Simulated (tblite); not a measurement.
Compound: C₈H₅FO₂.
Numbering: `[F:1][c:2]1[cH:3][o:4][c:5](-[c:6]2[cH:7][cH:8][cH:9][o:10]2)[cH:11]1` (hydrogens: H12 on C3; H13 on C7; H14 on C8; H15 on C9; H16 on C11)

Computed geometry: GFN2-xTB, gas phase.

What internal coordinates does the optimisation give?

```
   bond  length (Å)     order
  F1–C2       1.336    single
  C2–C3       1.364  aromatic
  C3–O4       1.345  aromatic
  O4–C5       1.351  aromatic
  C5–C6       1.436    single
  C6–C7       1.374  aromatic
  C7–C8       1.411  aromatic
  C8–C9       1.362  aromatic
 C9–O10       1.342  aromatic
 C5–C11       1.374  aromatic
 C2–C11       1.410  aromatic
 C6–O10       1.352  aromatic
 C3–H12       1.070    single
 C7–H13       1.070    single
 C8–H14       1.070    single
 C9–H15       1.072    single
C11–H16       1.069    single
```

Orders are formal, as drawn. A selection of angles:
```
    angle  degrees
 F1–C2–C3    126.1
F1–C2–C11    126.1
C3–C2–C11    107.8
 C2–C3–O4    109.2
 C3–O4–C5    107.7
 O4–C5–C6    119.0
O4–C5–C11    110.5
C6–C5–C11    130.4
 C5–C6–C7    130.9
C5–C6–O10    119.0
C7–C6–O10    110.0
 C6–C7–C8    106.0
 C7–C8–C9    106.0
C8–C9–O10    110.9
C6–O10–C9    107.0
C2–C11–C5    104.7
```

Dihedral angles: O4–C5–C6–C7 0° (synperiplanar).

The C–C distances run from 1.362 Å (C8–C9, aromatic) to 1.436 Å (C5–C6, drawn single), a spread of 0.074 Å. O4 (furan-type oxygen) is bent (angle 107.7°). The 11 heavy atoms lie in one plane (0.001 Å rms). The 5-membered ring C2–C3–O4–C5–C11 has internal angles of 104.7° to 110.5° (sum 540°, against 540° for a flat polygon); it is planar, 0.00 Å rms from its mean plane, widest ring torsion 0°. The 5-membered ring C6–C7–C8–C9–O10 has internal angles of 106.0° to 110.9°; it is planar, 0.00 Å rms from its mean plane, widest ring torsion 0°.

Point group: Cs (tolerance 0.08 Å). Its GFN2-xTB frequencies are all real (lowest 62 cm⁻¹). One conformer, not necessarily the lowest. 3 starts were optimised and ended at 0.00, 0.00 and 0.82 kcal/mol (GFN2-xTB); the lowest of these is shown.

The run took 0.18 s on one thread, Intel Xeon 6975P-C (x86_64), shared host with 192 logical CPUs at a one-minute load of 44. That covers the optimisation of the geometry.
